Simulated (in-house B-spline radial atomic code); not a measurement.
**RPA and G0W0 on LDA VWN5: the molybdenum ion Mo⁶⁺**

Configuration [Ar] 3d10 4s2 4p6, mean-field start LDA VWN5. Computed with a B-spline radial code for spherical atoms: all electrons, scalar-relativistic (spin-free one-electron X2C), finite nucleus, each spin shell either full or empty, empty states to l = 9 with an (l + 1/2)⁻⁴ tail; G0W0 by contour deformation at full frequency.

Command:
```bash
python run_gw.py task.json out
```
Settings (radii: box in bohr, nucleus in fm):
```
Z                        42
electrons                36
configuration            [Ar] 3d10 4s2 4p6
hamiltonian              x2c
method                   lda,vwn
lmax                     9
rms_radius               4.4091
spin_polarised           False
box_radius               9.29
intervals                67
```

Cost of the run: 1.1 s on 1 thread of AMD EPYC 9R45 96-Core Processor (shared host).

Energies (hartree):

| term | value |
| --- | --- |
| mean-field total | -4035.75158 |
| Hartree-Fock functional on these orbitals | -4038.57218 |
| direct second order | -3.1274 |
| second-order exchange | 0.8951 |
| SOSEX correction | 0.83618 |

Q: What is the RPA correlation energy, and what remains with SOSEX?

A: RPA gives -2.7823 hartree (-2.1 eV per electron); RPA + SOSEX gives -1.9462, and the second-order doubles -2.2323 hartree (no singles). SOSEX takes back 30 % of the RPA value.

Quasi-particle levels (eV):

```
level  occupied  mean field  Σx - vxc     Σc  QP weight    G0W0
   4p       yes     -117.27     -8.78      ?          ?       ?
   4d        no      -76.47      9.84  -2.47      0.968  -69.10
```

G0W0 = mean field + (Σx - vxc) + Σc, with Σc (partial-wave tail included) taken at the quasi-particle energy. Only the outer levels were computed. Levels of low weight are left out.

Q: Where does G0W0 put 4p?

A: At -126.73 eV, with Σc = -0.68 eV and a quasi-particle weight of 0.957. The tabulated removal energy is 125.638 ± 0.025 eV (NIST, semi-empirical); the calculation leaves out spin-orbit coupling, Breit and QED terms, and what these don't explain is the method's own error.
